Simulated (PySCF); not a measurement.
**Tellurium: a sound run and one with changed settings**

Sound run: Te+ [Kr] 4d10 5s2 5p3, Te(2+) [Kr] 4d10 5s2 5p2. Computed with PySCF 2.14 in aug-cc-pVDZ-PP with ECP28MDF (5s4p3d, 32 functions), with scalar relativity through the core potential. The sound run starts from symmetry-adapted Hartree-Fock orbitals and uses a fine grid where one is needed.

Changed run: basis STO-3G, all-electron and non-relativistic. This setting is unsound on purpose.

```tsv
species	method	sound run (hartree)	changed run (hartree)	converged
Te+	UHF	-266.71544	-6546.92308	yes
Te+	PBE0	-267.66840	-6548.65589	yes
Te+	M06-2X	-267.60343	-6549.16122	yes
Te(2+)	UHF	-266.04097	-6546.27025	yes
Te(2+)	PBE0	-266.97535	-6547.97733	yes
Te(2+)	M06-2X	-266.91307	-6548.48150	yes
```

Ionisation energy of Te+:

```json
{"method": "UHF", "sound run (eV)": "18.353", "changed run (eV)": "17.764"}
{"method": "PBE0", "sound run (eV)": "18.859", "changed run (eV)": "18.465"}
{"method": "M06-2X", "sound run (eV)": "18.786", "changed run (eV)": "18.496"}
```

A minimal basis cannot let orbitals breathe on ionisation and holds almost no correlation. The Hamiltonian changed with the basis, so the totals do not compare.

For comparison, NIST gives 18.6 ± 0.4 eV between the lowest levels.
